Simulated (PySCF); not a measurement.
# Diatomics with 55 electrons

CCSD(T) in PySCF with def2-SVPD on every atom (core potentials on In, Sn, Sb), for the lowest determinant that a PBE0 search found; no spin–orbit coupling. All have 55 electrons, 7 of them in the valence shells, and the same state, a quartet (σ ↑, π ↑↑). For ions De leads to the atom and ion picked by measured ionisation energies and electron affinities.

```csv
species,difference of nuclear charges,Re (Å),ωe (cm⁻¹),k (mdyn/Å),De (eV),dissociates to
InB⁻,44,2.280,464,1.27,n/a,In⁻ + B
BeSn⁻,46,2.510,352,0.613,0.91,Be + Sn⁻
InC,43,2.246,465,1.38,2.65,In + C
BeSb,47,2.477,384,0.727,0.34,Be + Sb
BSb⁺,46,2.232,478,1.36,2.07,B⁺ + Sb
```

Correlated steps freeze the inner cores (4 to 5 orbitals); shallow outer-core shells are correlated. Weak bonds: BeSb. Basis-set superposition, not corrected here, can be much of De in a small basis, most of all at correlated wavefunction levels. Spin–orbit coupling is left out, which matters for elements this heavy, above all for dissociation energies. For an ion De counts to the pair picked by the measured ionisation energies or electron affinities, which need not be the lowest pair at this level. States were picked by a PBE0 search and need not be the measured ground states.
